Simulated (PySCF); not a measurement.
CrF₄, SMILES [F][Cr+]([F])([F])[F] (connectivity only; charge and spin as stated), charge +1, multiplicity 2.

Geometry: PBE-D3(BJ)/def2-SVP. A frequency run showed that this geometry is not a minimum. The spin state was assumed, not searched.

All values below come from PySCF with PBE-D3(BJ)/def2-SVP.

Frequencies are harmonic and unscaled.

Modes within 1.5 cm⁻¹ of each other (mostly degenerate sets) share a row, with their intensities summed.

Computed normal modes with their intensities:
| mode | ν (cm⁻¹) | IR (km/mol) | moving atoms (share of kinetic energy) |
|---|---|---|---|
| 1 | 87i | 0.0 | F 100 % |
| 2 | 158 | 23.9 | F 69 %, Cr 31 % |
| 3 | 213 | 0.0 | F 100 % |
| 4–5 | 236 | 19.6 | F 76 %, Cr 24 % |
| 6 | 761 | 0.0 | F 100 % |
| 7 | 837 | 93.3 | F 71 %, Cr 29 % |
| 8–9 | 892 | 177.7 | F 64 %, Cr 36 % |
